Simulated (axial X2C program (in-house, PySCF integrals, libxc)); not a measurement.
**Density and ELF of BeCl⁺**

All values were computed with an axial X2C code built on PySCF integrals. Two-component (2c) means X2C with spin–orbit coupling and atomic mean-field two-electron Coulomb and Gaunt terms. Basis: Cl dyall-av3z [9s8p3d2f], Be dyall-cv3z [8s8p3d1f] (cores contracted in-house); Gaussian nuclei, density fitting, unrestricted open shells. Masses: Cl 34.969 u, Be 9.012 u.

PBE0, 2c, state Ω = 0 (closed shell); Cl at z = 0, Be at z = 1.720 Å.

The maps cover the half plane through the axis: z from -2.4 to 3.6 Å along the bond, ρ from 0.15 to 2.25 Å away from it.

log10 of the density in e/bohr³:

```
 ρ\z  -2.4  -1.8  -1.2  -0.6   0.0   0.6   1.2   1.8   2.4   3.0   3.6
0.15  -4.0  -2.8  -1.6  -0.6   1.3  -0.5  -1.0   0.5  -2.5  -4.3  -5.3
0.45  -4.0  -2.9  -1.7  -0.8  -0.4  -0.7  -1.1  -1.1  -2.8  -3.9  -5.1
0.75  -4.2  -3.0  -2.0  -1.1  -0.7  -1.0  -1.4  -1.9  -2.8  -3.8  -4.9
1.05  -4.3  -3.3  -2.3  -1.5  -1.2  -1.4  -1.7  -2.2  -3.0  -3.9  -4.9
1.35  -4.6  -3.6  -2.7  -2.0  -1.7  -1.9  -2.1  -2.6  -3.2  -4.0  -5.0
1.65  -4.8  -3.9  -3.1  -2.5  -2.3  -2.3  -2.6  -3.0  -3.5  -4.3  -5.2
1.95  -5.1  -4.3  -3.6  -3.1  -2.8  -2.9  -3.0  -3.4  -3.9  -4.6  -5.4
2.25  -5.5  -4.7  -4.0  -3.6  -3.4  -3.4  -3.5  -3.8  -4.3  -4.9  -5.7
```

Electron localisation function (collinear form, no current term, damped to 0 at low density):

```
 ρ\z  -2.4  -1.8  -1.2  -0.6   0.0   0.6   1.2   1.8   2.4   3.0   3.6
0.15  0.00  0.17  0.75  0.68  0.77  0.61  0.14  1.00  0.01  0.00  0.00
0.45  0.00  0.14  0.71  0.87  0.10  0.81  0.51  0.14  0.00  0.00  0.00
0.75  0.00  0.10  0.61  0.88  0.86  0.83  0.79  0.05  0.01  0.00  0.00
1.05  0.00  0.05  0.45  0.80  0.84  0.76  0.77  0.47  0.09  0.00  0.00
1.35  0.00  0.01  0.25  0.61  0.69  0.61  0.63  0.48  0.09  0.00  0.00
1.65  0.00  0.00  0.09  0.35  0.45  0.40  0.41  0.27  0.03  0.00  0.00
1.95  0.00  0.00  0.02  0.12  0.20  0.18  0.17  0.08  0.01  0.00  0.00
2.25  0.00  0.00  0.00  0.02  0.05  0.05  0.03  0.01  0.00  0.00  0.00
```

The state is one determinant whose occupation by symmetry is held fixed; it was picked as the lowest of a PBE0 search that is not exhaustive.
